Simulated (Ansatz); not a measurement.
Start from `N=[C](O)[GeH3]` and change one atom or group to get `BBC(=N)O`.

Ansatz, PBE0-D4/def2-TZVP geometries, multiplicity 1. Each molecule was computed in one conformer, which needn't be the lowest.

Scalar relativity is left out up to krypton.

| property | `N=[C](O)[GeH3]` |
| --- | --- |
| LUMO energy (PBE/def2-TZVPP) / eV | -1.17 |
| size of the dipole moment (PBE/def2-TZVPP) / D | 0.83 |
| HOMO energy (ωB97M-V/def2-TZVPP) / eV | -10.06 |
| HOMO energy (PBE/def2-TZVPP) / eV | -6.36 |
| HOMO–LUMO gap (PBE/def2-TZVPP) / eV | 5.19 |
| LUMO energy (ωB97M-V/def2-TZVPP) / eV | 2.00 |

Give the same properties after the change, and the shifts. (Best estimate.)

Ansatz gave: 
| property | `BBC(=N)O` | shift |
| --- | --- | --- |
| LUMO energy (PBE/def2-TZVPP) / eV | -2.81 | -1.64 |
| size of the dipole moment (PBE/def2-TZVPP) / D | 2.00 | 1.17 |
| HOMO energy (ωB97M-V/def2-TZVPP) / eV | -10.30 | -0.24 |
| HOMO energy (PBE/def2-TZVPP) / eV | -6.53 | -0.17 |
| HOMO–LUMO gap (PBE/def2-TZVPP) / eV | 3.72 | -1.47 |
| LUMO energy (ωB97M-V/def2-TZVPP) / eV | 0.13 | -1.87 |

With PBE0 the HOMO falls by 0.22 eV and the LUMO falls by 1.66 eV, so the gap narrows by about 1.44 eV. PBE moves the HOMO by -0.17 eV and ωB97M-V by -0.24 eV. Dipoles are sizes alone; their direction can turn.
